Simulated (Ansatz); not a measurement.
Consider the isomerisation: `C[NH][InH][CH3]` → `C[CH2][InH][NH2]`.

Computed with Ansatz on PBE0-D4/def2-TZVP structures; ΔE is electronic, products minus reactants. CCSD(T)/CBS is the MP2 limit (def2-TZVPP, def2-QZVPP) plus CCSD(T) − MP2 in def2-TZVPP, frozen cores. DFT in def2-TZVPP. B3LYP here is the variant with VWN-RPA as its local correlation; programs differ in this. Elements past krypton have def2 core potentials. For In outer-core shells are correlated without core-valence functions, which leaves a few kJ/mol of doubt a bond. Each species was taken in one conformer, which may not be the lowest.

```
        level  ΔE (kJ/mol)
  LDA (SPW92)        -25.0
     B3LYP-D4        -25.3
      LC-ωPBE        -27.1
HF/def2-QZVPP        -23.8
```

Q: What does CCSD(T)/CBS give? (An estimate is asked.)

A: Ansatz gave: -29.8 kJ/mol. The listed levels differ from it by 4.8, 4.5, 2.7, 6.0 kJ/mol.

Q: What do rigid-rotor, harmonic-oscillator terms from PBE0-D4/def2-TZVP frequencies (298.15 K, 1 bar) make of the CCSD(T)/CBS value? (Best estimate.)

A: Ansatz gave: ΔZPE = +0.9 kJ/mol, ΔH = -29.2 kJ/mol, ΔS = -8 J/(mol·K), ΔG = -26.6 kJ/mol. Modes under 50 cm⁻¹ make the entropy rough.

Largest T1 diagnostic among the species: 0.015.

From BLYP to BHLYP (50 % exact exchange), in def2-TZVPP and without D4, ΔE moves by −3.2 kJ/mol. Leaving LDA and LC-ωPBE aside and taking each functional with its dispersion term where it has one, the values, not all of them listed here, spread over 4.2 kJ/mol, from ωB97M-V to BLYP-D4.
